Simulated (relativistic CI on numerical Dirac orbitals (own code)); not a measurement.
**Energy levels of Sn13+**

These numbers are calculated, not measured: Dirac-Coulomb-Breit CI, separate exchange-only KLI orbitals for each configuration, a model potential for QED, unscaled Slater integrals (own radial code, finite nucleus).

CI space (outside the closed core [Ar] 3d10): 4s2 4p6 4d, 4s2 4p5 4d2, 4s2 4p6 4f, 4s 4p6 4d2, 4s2 4p6 5s, 4s2 4p5 4d 4f, 4s2 4p6 5p, 4s 4p6 4d 4f, 4s2 4p6 5d, 4s2 4p5 4d 5s, 4s2 4p6 5f, 4s2 4p6 6s, 4s2 4p6 6p, 4p6 4d3, 4p5 4d4, 4p5 4d3 4f. Double excitations out of closed p, d and f shells are left out; levels of such configurations are missing from the list, as are those of other unlisted configurations, and high levels can miss mixing partners. These lack a partner that the ground configuration has and come out too high: 4s2 4p5 4d 5s.

The lowest level is 4s2 4p6 4d 2D_3/2, with 99 % of that term; Hund's rules for 4s2 4p6 4d give 2D with J = 3/2, in agreement.

```
No.  Configuration  Term     J   E (eV)    %  Landé g  Lifetime (s)            jj configuration (%)
  1     4s2 4p6 4d    2D   3/2    0.000   99    0.798                                    4d3/2 (99)
  2     4s2 4p6 4d    2D   5/2    1.613   99    1.199      4.21e-02                      4d5/2 (99)
  3    4s2 4p5 4d2   4D°   1/2   64.935   97    0.029      1.14e-07            4p3/2^3 4d3/2^2 (68)
  4    4s2 4p5 4d2   4D°   3/2   65.320   86    1.149      4.72e-08            4p3/2^3 4d3/2^2 (61)
  5    4s2 4p5 4d2   4D°   5/2   66.103   77    1.322      5.28e-08        4p3/2^3 4d3/2 4d5/2 (75)
  6    4s2 4p5 4d2   4D°   7/2   67.230   70    1.351      1.38e-07        4p3/2^3 4d3/2 4d5/2 (68)
  7    4s2 4p5 4d2   2F°   5/2   68.144   27    1.046      5.69e-09            4p3/2^3 4d3/2^2 (66)
  8    4s2 4p5 4d2   4G°   9/2   68.313   78    1.192      7.73e-02        4p3/2^3 4d3/2 4d5/2 (93)
  9    4s2 4p5 4d2   4G°   7/2   68.416   50    1.079      1.88e-08            4p3/2^3 4d3/2^2 (72)
 10    4s2 4p5 4d2   4G°  11/2   68.592   97    1.267      2.56e+00            4p3/2^3 4d5/2^2 (65)
 11    4s2 4p5 4d2   4P°   5/2   69.222   62    1.350      5.92e-08        4p3/2^3 4d3/2 4d5/2 (79)
 12    4s2 4p5 4d2   4P°   3/2   69.747   46    1.401      6.71e-09        4p3/2^3 4d3/2 4d5/2 (60)
 13    4s2 4p5 4d2   4F°   3/2   70.045   31    1.005      5.16e-10            4p3/2^3 4d3/2^2 (54)
 14    4s2 4p5 4d2   4P°   1/2   71.159   67    2.126      1.95e-08        4p3/2^3 4d3/2 4d5/2 (83)
 15    4s2 4p5 4d2   2G°   7/2   71.221   40    1.042      1.73e-09        4p3/2^3 4d3/2 4d5/2 (73)
 16    4s2 4p5 4d2   2D°   5/2   71.487   62    1.079      1.29e-09            4p3/2^3 4d5/2^2 (73)
 17    4s2 4p5 4d2   2F°   7/2   71.674   60    1.144      3.81e-10            4p3/2^3 4d5/2^2 (43)
 18    4s2 4p5 4d2   4F°   9/2   71.945   68    1.265      2.22e-03            4p3/2^3 4d5/2^2 (72)
 19    4s2 4p5 4d2   2F°   5/2   72.029   36    0.946      1.83e-10        4p3/2^3 4d3/2 4d5/2 (40)
 20    4s2 4p5 4d2   2H°  11/2   72.608   97    1.095      1.83e-02        4p3/2^3 4d3/2 4d5/2 (65)
 21    4s2 4p5 4d2   4D°   7/2   73.016   43    1.258      3.02e-05        4p3/2^3 4d3/2 4d5/2 (79)
 22    4s2 4p5 4d2   4F°   3/2   73.110   36    1.005      4.07e-10        4p3/2^3 4d3/2 4d5/2 (67)
 23    4s2 4p5 4d2   2P°   1/2   73.874   79    1.016      8.18e-10            4p3/2^3 4d5/2^2 (85)
 24    4s2 4p5 4d2   4D°   5/2   74.342   29    1.024      3.80e-10        4p3/2^3 4d3/2 4d5/2 (63)
 25    4s2 4p5 4d2   2H°   9/2   75.507   52    1.005      4.39e-03        4p3/2^3 4d3/2 4d5/2 (70)
 26    4s2 4p5 4d2   2D°   3/2   76.396   43    0.921      1.20e-10        4p3/2^3 4d3/2 4d5/2 (43)
 27    4s2 4p5 4d2   2F°   5/2   76.677   29    0.929      3.19e-10      4p1/2 4p3/2^4 4d3/2^2 (52)
 28    4s2 4p5 4d2   4D°   7/2   77.526   35    1.182      5.43e-10            4p3/2^3 4d5/2^2 (66)
 29    4s2 4p5 4d2   4D°   5/2   78.130   26    1.087      2.08e-10  4p1/2 4p3/2^4 4d3/2 4d5/2 (41)
 30    4s2 4p5 4d2   2D°   3/2   78.467   40    1.156      1.01e-09            4p3/2^3 4d5/2^2 (52)
 31    4s2 4p5 4d2   2G°   7/2   79.027   33    1.072      3.11e-09  4p1/2 4p3/2^4 4d3/2 4d5/2 (78)
 32    4s2 4p5 4d2   4D°   1/2   79.339   79    0.277      6.57e-11      4p1/2 4p3/2^4 4d3/2^2 (37)
 33    4s2 4p5 4d2   2G°   9/2   80.941   59    1.117      1.18e-04  4p1/2 4p3/2^4 4d3/2 4d5/2 (66)
 34    4s2 4p5 4d2   4S°   3/2   81.083   37    1.468      5.76e-11  4p1/2 4p3/2^4 4d3/2 4d5/2 (42)
 35     4s2 4p6 4f   2F°   7/2   81.261   39    1.179      5.73e-10                      4f7/2 (39)
 36    4s2 4p5 4d2   2F°   5/2   82.027   47    1.009      1.25e-10  4p1/2 4p3/2^4 4d3/2 4d5/2 (66)
 37    4s2 4p5 4d2   2P°   3/2   82.240   35    1.270      7.62e-10  4p1/2 4p3/2^4 4d3/2 4d5/2 (53)
 38    4s2 4p5 4d2   2S°   1/2   82.368   71    1.872      7.71e-10  4p1/2 4p3/2^4 4d3/2 4d5/2 (73)
 39    4s2 4p5 4d2   2G°   7/2   83.389   71    0.978      1.18e-10      4p1/2 4p3/2^4 4d5/2^2 (46)
 40     4s2 4p6 5s    2S   1/2   83.782  100    2.002      1.20e-07                        5s (100)
 41    4s2 4p5 4d2   2P°   3/2   84.387   50    1.410      9.63e-10      4p1/2 4p3/2^4 4d5/2^2 (71)
 42    4s2 4p5 4d2   2G°   9/2   84.553   61    1.053      1.07e-04      4p1/2 4p3/2^4 4d5/2^2 (61)
 43    4s2 4p5 4d2   2D°   5/2   85.104   49    1.116      1.45e-08      4p1/2 4p3/2^4 4d5/2^2 (87)
 44    4s2 4p5 4d2   2P°   1/2   89.781   93    0.674      6.89e-11      4p1/2 4p3/2^4 4d5/2^2 (82)
 45    4s2 4p5 4d2   2P°   1/2   96.457   97    0.665      1.41e-12      4p1/2 4p3/2^4 4d3/2^2 (48)
 46    4s2 4p5 4d2   2F°   5/2   96.577   54    0.878      1.21e-12        4p3/2^3 4d3/2 4d5/2 (46)
 47    4s2 4p5 4d2   2P°   3/2   98.756   93    1.339      1.31e-12  4p1/2 4p3/2^4 4d3/2 4d5/2 (47)
 48    4s2 4p5 4d2   2F°   7/2   99.805   67    1.137      1.18e-12  4p1/2 4p3/2^4 4d3/2 4d5/2 (47)
 49    4s2 4p5 4d2   2D°   3/2   99.866   97    0.802      9.83e-13      4p1/2 4p3/2^4 4d3/2^2 (51)
 50    4s2 4p5 4d2   2D°   5/2  100.196   90    1.174      1.02e-12            4p3/2^3 4d5/2^2 (49)
 51     4s2 4p6 5p   2P°   1/2  100.261   98    0.665      1.40e-11                      5p1/2 (98)
 52     4s2 4p6 5p   2P°   3/2  103.397   97    1.334      2.33e-11                      5p3/2 (97)
 53     4s 4p6 4d2    4F   3/2  121.977   85    0.406      2.71e-11                 4s 4d3/2^2 (69)
 54     4s 4p6 4d2    4F   5/2  122.624   86    1.030      2.58e-11             4s 4d3/2 4d5/2 (51)
 55     4s 4p6 4d2    4F   7/2  123.523   87    1.237      2.45e-11             4s 4d3/2 4d5/2 (74)
 56     4s 4p6 4d2    4F   9/2  124.561   87    1.330      2.32e-11                 4s 4d5/2^2 (63)
 57     4s 4p6 4d2    4P   1/2  125.313   85    2.657      2.98e-11                 4s 4d3/2^2 (44)
 58     4s 4p6 4d2    4P   3/2  125.802   85    1.724      2.91e-11             4s 4d3/2 4d5/2 (82)
 59     4s 4p6 4d2    4P   5/2  126.161   80    1.570      2.75e-11             4s 4d3/2 4d5/2 (59)
 60     4s 4p6 4d2    2D   3/2  129.542   77    0.807      2.29e-11                 4s 4d5/2^2 (36)
 61     4s 4p6 4d2    2D   5/2  129.795   73    1.216      2.13e-11                 4s 4d5/2^2 (55)
 62     4s 4p6 4d2    2G   7/2  131.272   88    0.895      1.84e-11             4s 4d3/2 4d5/2 (80)
 63     4s 4p6 4d2    2G   9/2  131.586   90    1.112      1.62e-11             4s 4d3/2 4d5/2 (65)
 64     4s2 4p6 5d    2D   3/2  132.026   91    0.800      2.06e-11                      5d3/2 (91)
 65     4s2 4p6 5d    2D   5/2  132.566   93    1.196      2.22e-11                      5d5/2 (93)
 66     4s 4p6 4d2    2F   5/2  134.125   87    0.871      1.41e-11             4s 4d3/2 4d5/2 (58)
 67     4s 4p6 4d2    2F   7/2  135.657   89    1.136      1.43e-11                 4s 4d5/2^2 (67)
 68     4s 4p6 4d2    2S   1/2  135.891   45    1.377      1.90e-11                 4s 4d3/2^2 (43)
 69     4s 4p6 4d2    2P   3/2  137.703   90    1.324      1.51e-11                 4s 4d5/2^2 (45)
 70     4s 4p6 4d2    2P   1/2  137.773   48    1.297      1.81e-11                 4s 4d5/2^2 (61)
```

Energies count from the lowest computed level; ° marks odd parity; lifetimes are radiative, by E1, M1, E2, M2, E3 decay to levels of this space only. Filled j subshells are mostly left out of the jj labels.

The mean weight of the leading LS term, summed over parents, in these 70 levels is 68 %, and that of the leading jj configuration (from the same eigenvectors) 65 %.

At this charge energies of transitions that change n are usually good to better than 1 %, and those within a shell (Δn = 0) to a few per cent.

LS names give the leading component of a level, which can be under half, so a name can repeat, a term be missing and a line seem to break the LS rules.
